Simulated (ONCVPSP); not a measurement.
## Reading a pseudo-wave (V)

Columns: radius, all-electron u(r) and pseudo u(r) of the 3p shell (level -77.29 eV) of vanadium in the configuration [Ne] 3s2 3p6 3d2; PBE, scalar-relativistic, ONCV scheme, ONCVPSP 4.0.1.

| r (bohr) | all-electron | pseudo |
| --- | --- | --- |
| 0.080 | -0.3573 | 0.0276 |
| 0.160 | -0.5604 | 0.1070 |
| 0.240 | -0.4280 | 0.2286 |
| 0.320 | -0.1200 | 0.3788 |
| 0.400 | 0.2251 | 0.5409 |
| 0.480 | 0.5325 | 0.6987 |
| 0.560 | 0.7721 | 0.8378 |
| 0.640 | 0.9383 | 0.9476 |
| 0.720 | 1.0370 | 1.0222 |
| 0.800 | 1.0801 | 1.0602 |
| 0.880 | 1.0801 | 1.0641 |
| 0.960 | 1.0490 | 1.0392 |
| 1.040 | 0.9968 | 0.9921 |
| 1.120 | 0.9315 | 0.9299 |
| 1.200 | 0.8590 | 0.8588 |
| 1.280 | 0.7838 | 0.7839 |
| 1.360 | 0.7090 | 0.7091 |
| 1.440 | 0.6367 | 0.6367 |
| 1.520 | 0.5683 | 0.5683 |
| 1.600 | 0.5047 | 0.5047 |
| 1.680 | 0.4462 | 0.4462 |
| 1.760 | 0.3930 | 0.3930 |
| 1.840 | 0.3450 | 0.3450 |
| 1.920 | 0.3019 | 0.3019 |
| 2.000 | 0.2636 | 0.2636 |
| 2.080 | 0.2296 | 0.2296 |

(1) How many radial nodes do the two functions have?

(2) Where does each function peak?

(3) Is the pseudo-wave norm-conserving?

Results:

(1) The all-electron 3p function has n − l − 1 = 1; the pseudo-wave has 0, since the states of the same l below it are removed with the core.

(2) Outermost all-electron maximum near 0.80 bohr, pseudo maximum near 0.88 bohr (to the table’s step).

(3) Yes: the ONCV scheme keeps the norm inside the radius equal to the all-electron one, which fixes the energy derivative of the logarithmic derivative at the level.
